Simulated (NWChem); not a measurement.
System: SiBr, doublet; SMILES [Si]Br

NWChem printed, in part:

```
             Northwest Computational Chemistry Package (NWChem) 7.3.0
             --------------------------------------------------------

                             Geometry "geometry" -> ""
                             -------------------------

 Output coordinates in angstroms (scale by  1.889725989 to convert to a.u.)

  No.       Tag          Charge          X              Y              Z
 ---- ---------------- ---------- -------------- -------------- --------------
    1 Si                  14.0000     0.00000000     0.00000000    -1.64406900
    2 Br                  35.0000     0.00000000     0.00000000     0.63971500

 Effective nuclear repulsion energy (a.u.)     113.5382558113

                                 NWChem DFT Module
                                 -----------------

 Summary of "ao basis" -> "ao basis" (spherical)
 ------------------------------------------------------------------------------
       Tag                 Description            Shells   Functions and Types
 ---------------- ------------------------------  ------  ---------------------
 Si                          6-31g*                  8       18   4s3p1d
 Br                          6-31g*                 12       32   5s4p3d

 in cosmo_initialize ...
 calling solv_data for solv:h2o

 solvent parameters
 solvname_short: h2o
 solvname_long:  water
 dielec:       78.4000
 dielecinf:     1.7769
 aqueous SMD model solvent descriptors
 dielec:       78.4000
 sola:          0.8200

          ---------------
          -cosmo- solvent
          ---------------
 Cosmo: York-Karplus, doi: 10.1021/jp992097l
 dielectric constant -eps-     =  78.40
 screen = (eps-1)/(eps    )    =   0.98724
 surface charge correction     = lagrangian

   van der Waals surface
 --------------------------

[...]

                                COSMO-SMD solvation results
                                ---------------------------

             internal energy in gas <Psi(g)|H|Psi(g)> =     -2863.292798957533
         internal energy in solvent <Psi(s)|H|Psi(s)> =     -2863.292499604067
                               delta internal energy  =         0.000299353466 (    0.19 kcal/mol)
   total free energy in solvent <Psi(s)|H+V/2|Psi(s)> =     -2863.295313706908
 polarization energy contribution <Psi(s)|V/2|Psi(s)> =        -0.002814102841 (   -1.77 kcal/mol)
    total free energy in solvent including G(SMD-CDS) =     -2863.295928979361
                       G(SMD-CDS) energy contribution =        -0.000615272453 (   -0.39 kcal/mol)
     1 M fixed-concentration free energy of solvation =        -0.003130021828 (   -1.96 kcal/mol)

                    DFT Final Alpha Molecular Orbital Analysis
                    ------------------------------------------

 Vector   23  Occ=1.000000D+00  E=-3.724326D-01
              MO Center=  1.8D-07,  4.8D-07,  4.6D-01, r^2= 1.8D+00
   Bfn.  Coefficient  Atom+Function         Bfn.  Coefficient  Atom+Function
  ----- ------------  ---------------      ----- ------------  ---------------
    30      0.731988  2 Br py                34      0.343494  2 Br py
    26     -0.330114  2 Br py                 8      0.147052  1 Si py
    22      0.098905  2 Br py                 4     -0.056624  1 Si py
    12      0.055344  1 Si py                15      0.043606  1 Si d -1
    47     -0.032782  2 Br d -1              29      0.028894  2 Br px

 Vector   24  Occ=1.000000D+00  E=-3.654304D-01
              MO Center= -3.5D-06, -3.8D-07, -7.5D-01, r^2= 3.5D+00
   Bfn.  Coefficient  Atom+Function         Bfn.  Coefficient  Atom+Function
  ----- ------------  ---------------      ----- ------------  ---------------
    31      0.581164  2 Br pz                 6      0.372424  1 Si s
    10      0.354865  1 Si s                  9     -0.337261  1 Si pz
    35      0.264633  2 Br pz                27     -0.259849  2 Br pz
     2     -0.163887  1 Si s                  5      0.128844  1 Si pz
    23      0.077828  2 Br pz                16     -0.058130  1 Si d  0

 Vector   25  Occ=1.000000D+00  E=-2.198160D-01
              MO Center= -2.0D-08, -2.3D-09, -1.4D+00, r^2= 2.9D+00
   Bfn.  Coefficient  Atom+Function         Bfn.  Coefficient  Atom+Function
  ----- ------------  ---------------      ----- ------------  ---------------
     7      0.647704  1 Si px                11      0.466496  1 Si px
    29     -0.298077  2 Br px                 3     -0.224604  1 Si px
    33     -0.210687  2 Br px                25      0.129989  2 Br px
    21     -0.038769  2 Br px                49      0.033656  2 Br d  1
     8     -0.025664  1 Si py

 Vector   26  Occ=0.000000D+00  E=-8.068258D-02
              MO Center=  2.2D-08,  1.4D-08, -1.5D+00, r^2= 3.0D+00
   Bfn.  Coefficient  Atom+Function         Bfn.  Coefficient  Atom+Function
  ----- ------------  ---------------      ----- ------------  ---------------
     8      0.602685  1 Si py                12      0.530040  1 Si py
    30     -0.248660  2 Br py                 4     -0.219115  1 Si py
    34     -0.204705  2 Br py                26      0.108719  2 Br py
    47     -0.043690  2 Br d -1              22     -0.032417  2 Br py

[...]
```

Level: M06-2X/6-31G* (spherical d), spin-unrestricted, SMD on the gas-phase geometry. The state is orbitally degenerate and is run as one real component. All runs use the structure optimised with B3LYP/6-31G* (spherical d), spin-unrestricted. No stability test was run on the SCF state. Solvent: water.

Q: Which NWChem input produces such a log?

A: Several could match; the one computed here: the input that was run:
```
start job
memory heap 200 mb stack 900 mb global 1100 mb
geometry units angstroms noautosym nocenter noautoz
  Si     0.000000     0.000000    -1.644069
  Br     0.000000     0.000000     0.639715
end
basis spherical
  Si library 6-31g*
  Br library 6-31g*
end
dft
  odft
  mult 2
  xc m06-2x
  iterations 150
end
cosmo
  do_cosmo_smd true
  solvent water
end
task dft energy
```
